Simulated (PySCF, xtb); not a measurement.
C2H6N2Si, SMILES N[SiH](C#C)N. Other conformers were not sampled.

Harmonic wavenumbers (cm⁻¹) from GFN2-xTB (xtb 6.7.1) at its own minimum, in rising order: 109, 137, 161, 180, 240, 291, 308, 489, 522, 620, 652, 673, 682, 698, 785, 827, 866, 933, 1529, 1532, 2178, 2222, 3350, 3476, 3485, 3512, 3520.

Question: What does PBE0-D3(BJ)/def2-SVP (PySCF) give at its own minimum? (An estimate is asked for; the answer gives what the named calculation found.)

Answer: 129, 165, 216, 253, 334, 359, 380, 403, 441, 598, 736, 744, 757, 776, 824, 894, 902, 961, 1530, 1538, 2161, 2216, 3474, 3612, 3620, 3716, 3727. Paired by order, the mean absolute difference is 71 cm⁻¹ and the zero-point energies are 48.6 and 50.7 kcal/mol.
